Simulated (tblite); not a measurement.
Record of a relaxation.

Compound: C3H9FSeSi.
Numbering: `[CH3:1][CH2:2][SiH2:3][Se:4][CH2:5][F:6]` (hydrogens: H7, H8, H9 on C1; H10, H11 on C2; H12, H13 on Si3; H14, H15 on C5)

Computed with GFN2-xTB (tblite), gas phase: L-BFGS steps from a force-field or distance-geometry start until the largest atomic force falls under 0.01 eV/Å. 10 of its 199 geometries are shown.

Step 0: E = -561.8519 eV, largest atomic force 2.274 eV/Å
```
atom  x, y, z in Å  |  force x, y, z in eV/Å
C1     -2.431    0.275    0.052   -1.838   1.189   0.617
C2     -1.499   -0.223   -1.004    0.107  -0.249  -0.832
Si3     0.093   -0.940   -0.321    0.437  -0.600   0.299
Se4     1.797    0.210   -1.343   -0.093   0.078  -0.531
C5      3.116    0.660    0.007    0.241   0.718   0.374
F6      2.482    1.019    1.181    0.637  -0.389  -0.599
H7     -3.467   -0.022   -0.251    0.656   0.363   0.554
H8     -2.441    1.398    0.138    0.127  -1.051  -0.124
H9     -2.247   -0.101    1.066   -0.026  -0.077  -0.412
H10    -1.241    0.595   -1.685   -0.176  -0.146  -0.126
H11    -2.031   -1.000   -1.587    0.440   0.386   0.118
H12     0.185   -0.887    1.131    0.133   0.181   0.079
H13     0.179   -2.355   -0.698    0.156  -0.028  -0.047
H14     3.822   -0.173    0.154   -0.376   0.165   0.333
H15     3.681    1.553   -0.369   -0.426  -0.539   0.298
```

Step 22: E = -562.1249 eV, largest atomic force 0.206 eV/Å
```
atom  x, y, z in Å  |  force x, y, z in eV/Å
C1     -2.470    0.278    0.071   -0.084   0.030  -0.029
C2     -1.521   -0.260   -0.998    0.128  -0.096  -0.063
Si3     0.181   -0.863   -0.351   -0.119   0.084   0.026
Se4     1.790    0.367   -1.484   -0.072  -0.035  -0.029
C5      3.047    0.612    0.008   -0.149  -0.026  -0.113
F6      2.383    0.940    1.140    0.073   0.144   0.128
H7     -3.494    0.194   -0.279   -0.138   0.058  -0.054
H8     -2.279    1.329    0.264    0.111  -0.006   0.131
H9     -2.407   -0.273    1.006    0.112  -0.019  -0.026
H10    -1.363    0.515   -1.756   -0.032  -0.095   0.051
H11    -2.019   -1.090   -1.507    0.129  -0.022   0.023
H12     0.431   -0.575    1.062   -0.122  -0.046  -0.077
H13     0.424   -2.287   -0.629   -0.013   0.083  -0.001
H14     3.587   -0.318    0.196    0.086  -0.015  -0.034
H15     3.705    1.438   -0.269    0.089  -0.039   0.068
```

Step 44: E = -562.2113 eV, largest atomic force 0.067 eV/Å
```
atom  x, y, z in Å  |  force x, y, z in eV/Å
C1     -2.453    0.242    0.057    0.029  -0.038  -0.027
C2     -1.560   -0.342   -1.036   -0.026   0.022   0.044
Si3     0.166   -0.762   -0.352    0.029   0.038  -0.014
Se4     1.697    0.600   -1.419   -0.047  -0.009  -0.014
C5      3.047    0.611    0.001    0.021  -0.011   0.034
F6      2.526    1.076    1.164    0.015   0.012   0.003
H7     -3.441    0.482   -0.331    0.008  -0.004  -0.022
H8     -2.015    1.151    0.462   -0.020   0.018  -0.008
H9     -2.567   -0.470    0.872   -0.034   0.009  -0.018
H10    -1.477    0.372   -1.858    0.004   0.011  -0.002
H11    -2.027   -1.238   -1.444   -0.002  -0.004   0.012
H12     0.261   -0.435    1.067    0.031  -0.019   0.056
H13     0.566   -2.154   -0.586    0.015  -0.017  -0.007
H14     3.416   -0.403    0.181   -0.022  -0.019  -0.031
H15     3.855    1.278   -0.307    0.000   0.010  -0.007
```

Step 66: E = -562.2222 eV, largest atomic force 0.041 eV/Å
```
atom  x, y, z in Å  |  force x, y, z in eV/Å
C1     -2.494    0.245    0.029   -0.013   0.022   0.003
C2     -1.548   -0.360   -1.001    0.009  -0.004  -0.016
Si3     0.171   -0.754   -0.284    0.005  -0.021   0.020
Se4     1.601    0.727   -1.318    0.000   0.011  -0.013
C5      3.064    0.615   -0.023   -0.003   0.004  -0.012
F6      2.678    1.101    1.183   -0.001  -0.021   0.035
H7     -3.441    0.516   -0.434   -0.001  -0.011   0.009
H8     -2.063    1.143    0.468   -0.012  -0.016   0.003
H9     -2.695   -0.467    0.827    0.007   0.022   0.007
H10    -1.430    0.338   -1.834   -0.017   0.005  -0.021
H11    -1.998   -1.265   -1.408    0.002  -0.019  -0.009
H12     0.262   -0.521    1.157    0.003  -0.001  -0.017
H13     0.633   -2.111   -0.608    0.001   0.031   0.022
H14     3.362   -0.428    0.111    0.005  -0.003  -0.009
H15     3.891    1.227   -0.391    0.016   0.000  -0.004
```

Step 88: E = -562.2422 eV, largest atomic force 0.027 eV/Å
```
atom  x, y, z in Å  |  force x, y, z in eV/Å
C1     -2.582    0.247   -0.051    0.002   0.006   0.011
C2     -1.550   -0.397   -0.971    0.000   0.002   0.005
Si3     0.163   -0.580   -0.160   -0.001  -0.026  -0.003
Se4     1.511    1.071   -1.033   -0.020   0.000   0.001
C5      3.137    0.541   -0.077   -0.008   0.005   0.001
F6      2.964    0.629    1.266   -0.005  -0.003   0.001
H7     -3.543    0.335   -0.554    0.025   0.009  -0.004
H8     -2.263    1.243    0.249   -0.001   0.000  -0.001
H9     -2.724   -0.352    0.845    0.007   0.002   0.009
H10    -1.466    0.200   -1.881    0.009  -0.015  -0.012
H11    -1.909   -1.383   -1.266    0.004   0.005  -0.020
H12     0.122   -0.419    1.292    0.001   0.011   0.018
H13     0.811   -1.852   -0.503    0.001   0.004   0.001
H14     3.384   -0.497   -0.317   -0.005   0.002  -0.015
H15     3.942    1.222   -0.367   -0.009  -0.002   0.007
```

Step 110: E = -562.2457 eV, largest atomic force 0.026 eV/Å
```
atom  x, y, z in Å  |  force x, y, z in eV/Å
C1     -2.574    0.264   -0.086   -0.012   0.000  -0.004
C2     -1.528   -0.426   -0.953   -0.003   0.000  -0.004
Si3     0.157   -0.568   -0.083    0.007  -0.006   0.022
Se4     1.427    1.181   -0.870    0.011   0.002  -0.005
C5      3.114    0.537   -0.114    0.009   0.000   0.005
F6      3.034    0.435    1.236    0.000   0.000   0.007
H7     -3.522    0.333   -0.616   -0.010   0.016   0.003
H8     -2.253    1.272    0.171   -0.006  -0.011   0.005
H9     -2.740   -0.291    0.835    0.003   0.008   0.000
H10    -1.416    0.136   -1.883    0.012  -0.017  -0.016
H11    -1.882   -1.421   -1.224   -0.015   0.002   0.017
H12     0.054   -0.451    1.372    0.004  -0.003  -0.011
H13     0.887   -1.790   -0.437   -0.001  -0.004  -0.017
H14     3.337   -0.457   -0.513    0.002   0.004  -0.007
H15     3.901    1.253   -0.362    0.000   0.011   0.005
```

Step 132: E = -562.2614 eV, largest atomic force 0.045 eV/Å
```
atom  x, y, z in Å  |  force x, y, z in eV/Å
C1     -2.503    0.386   -0.156    0.008   0.010  -0.022
C2     -1.554   -0.562   -0.881   -0.005   0.007  -0.012
Si3     0.142   -0.702   -0.030    0.011   0.009  -0.010
Se4     1.273    1.218   -0.635    0.003  -0.005   0.012
C5      3.072    0.629   -0.118   -0.032  -0.017   0.024
F6      3.075    0.122    1.141   -0.004   0.011  -0.018
H7     -3.399    0.565   -0.750    0.009  -0.028   0.015
H8     -2.017    1.344    0.016   -0.007   0.023   0.008
H9     -2.809   -0.026    0.803    0.043   0.013  -0.001
H10    -1.405   -0.196   -1.900   -0.002  -0.027  -0.003
H11    -2.009   -1.549   -0.963   -0.004   0.018   0.016
H12     0.064   -0.728    1.431   -0.008  -0.024  -0.015
H13     0.915   -1.836   -0.544    0.022   0.011   0.000
H14     3.418   -0.155   -0.798   -0.031   0.019   0.017
H15     3.732    1.500   -0.143   -0.002  -0.020  -0.009
```

Step 154: E = -562.2911 eV, largest atomic force 0.048 eV/Å
```
atom  x, y, z in Å  |  force x, y, z in eV/Å
C1     -2.362    0.524   -0.270    0.024  -0.014  -0.010
C2     -1.591   -0.680   -0.799   -0.007   0.007   0.015
Si3     0.154   -0.811   -0.054   -0.012  -0.002   0.010
Se4     1.100    1.279   -0.276   -0.012   0.033  -0.020
C5      2.955    0.697   -0.049   -0.033   0.007   0.021
F6      3.066   -0.177    0.983    0.008  -0.028   0.038
H7     -3.342    0.596   -0.737   -0.013  -0.010  -0.014
H8     -1.816    1.444   -0.484    0.017   0.013   0.008
H9     -2.502    0.454    0.806    0.004  -0.007   0.010
H10    -1.521   -0.609   -1.886   -0.005  -0.002  -0.008
H11    -2.138   -1.595   -0.577   -0.006  -0.004  -0.004
H12     0.128   -1.127    1.374    0.004  -0.009   0.010
H13     1.007   -1.754   -0.781   -0.003   0.008  -0.020
H14     3.299    0.195   -0.957    0.007  -0.015  -0.012
H15     3.561    1.575    0.179    0.028   0.022  -0.025
```

Step 176: E = -562.2954 eV, largest atomic force 0.032 eV/Å
```
atom  x, y, z in Å  |  force x, y, z in eV/Å
C1     -2.380    0.503   -0.253   -0.007   0.007   0.008
C2     -1.580   -0.666   -0.816    0.000  -0.001   0.003
Si3     0.155   -0.794   -0.052    0.007  -0.009   0.001
Se4     1.108    1.296   -0.242   -0.027   0.012  -0.013
C5      2.956    0.690   -0.050    0.013   0.023  -0.001
F6      3.112   -0.051    1.076    0.001  -0.001   0.009
H7     -3.344    0.592   -0.752    0.006  -0.003  -0.005
H8     -1.835    1.438   -0.396    0.005  -0.011  -0.003
H9     -2.559    0.373    0.812    0.009  -0.001   0.004
H10    -1.494   -0.553   -1.897   -0.003   0.006  -0.003
H11    -2.116   -1.598   -0.639   -0.001   0.007   0.002
H12     0.130   -1.142    1.369   -0.002  -0.006  -0.004
H13     1.015   -1.716   -0.801   -0.001   0.006   0.000
H14     3.226    0.066   -0.906    0.011  -0.017  -0.002
H15     3.601    1.569    0.020   -0.011  -0.013   0.004
```

Step 198: E = -562.2980 eV, largest atomic force 0.009 eV/Å
```
atom  x, y, z in Å  |  force x, y, z in eV/Å
C1     -2.358    0.513   -0.227    0.005  -0.003  -0.005
C2     -1.601   -0.670   -0.821   -0.001   0.002   0.002
Si3     0.166   -0.816   -0.138    0.001   0.000   0.002
Se4     1.106    1.278   -0.338    0.006  -0.004  -0.001
C5      2.944    0.697   -0.006   -0.008  -0.003  -0.004
F6      3.038    0.036    1.176    0.002   0.004  -0.002
H7     -3.348    0.603   -0.670    0.000   0.001   0.000
H8     -1.813    1.440   -0.416   -0.003   0.003   0.000
H9     -2.473    0.399    0.849    0.001  -0.003  -0.001
H10    -1.565   -0.563   -1.906   -0.003   0.002   0.001
H11    -2.140   -1.594   -0.614   -0.001  -0.001   0.001
H12     0.198   -1.189    1.277    0.000  -0.001   0.001
H13     0.994   -1.727   -0.936    0.000   0.001   0.000
H14     3.265    0.016   -0.799   -0.002   0.004   0.003
H15     3.581    1.584    0.041    0.002  -0.001   0.003
```

**Question.** Summarise the path.

**Answer.** The energy falls by 10.29 kcal/mol from step 0 to step 198; nine tenths of that is first reached at step 126. It rises by more than 0.2 meV at steps 77, 80 and 127. The largest force goes from 2.274 to 0.009 eV/Å. Among the bonds C1–H8 changes most, from 1.126 to 1.092 Å; the atoms move by 0.872 Å rms after alignment.

**Question.** Follow the three bonds and two angles with the largest change from start to end.

**Answer.** 
```json
{"step": "0", "E above end (kcal/mol)": "10.29", "largest force (eV/Å)": "2.274", "C1–H8 (Å)": "1.126", "C1–H7 (Å)": "1.120", "C1–C2 (Å)": "1.494", "Si3–Se4–C5 (°)": "108.1", "C2–C1–H9 (°)": "115.8"}
{"step": "9", "E above end (kcal/mol)": "5.82", "largest force (eV/Å)": "0.229", "C1–H8 (Å)": "1.091", "C1–H7 (Å)": "1.092", "C1–C2 (Å)": "1.541", "Si3–Se4–C5 (°)": "105.5", "C2–C1–H9 (°)": "111.4"}
{"step": "17", "E above end (kcal/mol)": "4.74", "largest force (eV/Å)": "0.160", "C1–H8 (Å)": "1.088", "C1–H7 (Å)": "1.091", "C1–C2 (Å)": "1.534", "Si3–Se4–C5 (°)": "100.8", "C2–C1–H9 (°)": "112.1"}
{"step": "26", "E above end (kcal/mol)": "3.37", "largest force (eV/Å)": "0.163", "C1–H8 (Å)": "1.087", "C1–H7 (Å)": "1.089", "C1–C2 (Å)": "1.528", "Si3–Se4–C5 (°)": "95.6", "C2–C1–H9 (°)": "110.8"}
{"step": "34", "E above end (kcal/mol)": "2.38", "largest force (eV/Å)": "0.173", "C1–H8 (Å)": "1.086", "C1–H7 (Å)": "1.087", "C1–C2 (Å)": "1.525", "Si3–Se4–C5 (°)": "95.8", "C2–C1–H9 (°)": "110.1"}
{"step": "43", "E above end (kcal/mol)": "2.01", "largest force (eV/Å)": "0.070", "C1–H8 (Å)": "1.087", "C1–H7 (Å)": "1.088", "C1–C2 (Å)": "1.528", "Si3–Se4–C5 (°)": "97.0", "C2–C1–H9 (°)": "110.4"}
{"step": "52", "E above end (kcal/mol)": "1.88", "largest force (eV/Å)": "0.085", "C1–H8 (Å)": "1.087", "C1–H7 (Å)": "1.087", "C1–C2 (Å)": "1.526", "Si3–Se4–C5 (°)": "96.9", "C2–C1–H9 (°)": "110.5"}
{"step": "60", "E above end (kcal/mol)": "1.77", "largest force (eV/Å)": "0.035", "C1–H8 (Å)": "1.087", "C1–H7 (Å)": "1.088", "C1–C2 (Å)": "1.526", "Si3–Se4–C5 (°)": "97.0", "C2–C1–H9 (°)": "110.5"}
{"step": "69", "E above end (kcal/mol)": "1.72", "largest force (eV/Å)": "0.055", "C1–H8 (Å)": "1.087", "C1–H7 (Å)": "1.088", "C1–C2 (Å)": "1.524", "Si3–Se4–C5 (°)": "97.2", "C2–C1–H9 (°)": "110.3"}
{"step": "77", "E above end (kcal/mol)": "1.64", "largest force (eV/Å)": "0.485", "C1–H8 (Å)": "1.088", "C1–H7 (Å)": "1.088", "C1–C2 (Å)": "1.527", "Si3–Se4–C5 (°)": "94.7", "C2–C1–H9 (°)": "110.6"}
{"step": "86", "E above end (kcal/mol)": "1.29", "largest force (eV/Å)": "0.048", "C1–H8 (Å)": "1.088", "C1–H7 (Å)": "1.089", "C1–C2 (Å)": "1.525", "Si3–Se4–C5 (°)": "96.0", "C2–C1–H9 (°)": "110.7"}
{"step": "95", "E above end (kcal/mol)": "1.26", "largest force (eV/Å)": "0.032", "C1–H8 (Å)": "1.088", "C1–H7 (Å)": "1.089", "C1–C2 (Å)": "1.525", "Si3–Se4–C5 (°)": "96.0", "C2–C1–H9 (°)": "110.7"}
{"step": "103", "E above end (kcal/mol)": "1.23", "largest force (eV/Å)": "0.022", "C1–H8 (Å)": "1.087", "C1–H7 (Å)": "1.089", "C1–C2 (Å)": "1.524", "Si3–Se4–C5 (°)": "95.2", "C2–C1–H9 (°)": "110.7"}
{"step": "112", "E above end (kcal/mol)": "1.20", "largest force (eV/Å)": "0.027", "C1–H8 (Å)": "1.088", "C1–H7 (Å)": "1.088", "C1–C2 (Å)": "1.524", "Si3–Se4–C5 (°)": "95.5", "C2–C1–H9 (°)": "110.8"}
{"step": "121", "E above end (kcal/mol)": "1.14", "largest force (eV/Å)": "0.061", "C1–H8 (Å)": "1.089", "C1–H7 (Å)": "1.089", "C1–C2 (Å)": "1.524", "Si3–Se4–C5 (°)": "95.9", "C2–C1–H9 (°)": "109.9"}
{"step": "129", "E above end (kcal/mol)": "0.91", "largest force (eV/Å)": "0.065", "C1–H8 (Å)": "1.089", "C1–H7 (Å)": "1.087", "C1–C2 (Å)": "1.524", "Si3–Se4–C5 (°)": "96.7", "C2–C1–H9 (°)": "110.5"}
{"step": "138", "E above end (kcal/mol)": "0.69", "largest force (eV/Å)": "0.158", "C1–H8 (Å)": "1.094", "C1–H7 (Å)": "1.089", "C1–C2 (Å)": "1.528", "Si3–Se4–C5 (°)": "97.3", "C2–C1–H9 (°)": "110.9"}
{"step": "146", "E above end (kcal/mol)": "0.33", "largest force (eV/Å)": "0.073", "C1–H8 (Å)": "1.093", "C1–H7 (Å)": "1.089", "C1–C2 (Å)": "1.524", "Si3–Se4–C5 (°)": "97.0", "C2–C1–H9 (°)": "110.3"}
{"step": "155", "E above end (kcal/mol)": "0.15", "largest force (eV/Å)": "0.041", "C1–H8 (Å)": "1.091", "C1–H7 (Å)": "1.088", "C1–C2 (Å)": "1.524", "Si3–Se4–C5 (°)": "96.1", "C2–C1–H9 (°)": "110.9"}
{"step": "164", "E above end (kcal/mol)": "0.12", "largest force (eV/Å)": "0.023", "C1–H8 (Å)": "1.092", "C1–H7 (Å)": "1.089", "C1–C2 (Å)": "1.524", "Si3–Se4–C5 (°)": "95.8", "C2–C1–H9 (°)": "110.9"}
{"step": "172", "E above end (kcal/mol)": "0.07", "largest force (eV/Å)": "0.034", "C1–H8 (Å)": "1.092", "C1–H7 (Å)": "1.088", "C1–C2 (Å)": "1.524", "Si3–Se4–C5 (°)": "95.8", "C2–C1–H9 (°)": "111.2"}
{"step": "181", "E above end (kcal/mol)": "0.05", "largest force (eV/Å)": "0.032", "C1–H8 (Å)": "1.092", "C1–H7 (Å)": "1.089", "C1–C2 (Å)": "1.524", "Si3–Se4–C5 (°)": "96.0", "C2–C1–H9 (°)": "111.0"}
{"step": "189", "E above end (kcal/mol)": "0.02", "largest force (eV/Å)": "0.024", "C1–H8 (Å)": "1.092", "C1–H7 (Å)": "1.088", "C1–C2 (Å)": "1.524", "Si3–Se4–C5 (°)": "96.0", "C2–C1–H9 (°)": "110.8"}
{"step": "198", "E above end (kcal/mol)": "0.00", "largest force (eV/Å)": "0.009", "C1–H8 (Å)": "1.092", "C1–H7 (Å)": "1.088", "C1–C2 (Å)": "1.524", "Si3–Se4–C5 (°)": "95.7", "C2–C1–H9 (°)": "110.9"}
```

The cost below is that of the whole relaxation. The run took 2.1 s of wall time on an Arm Neoverse N1 with one thread, no GPU, shared host with 64 logical CPUs at a one-minute load of 61.
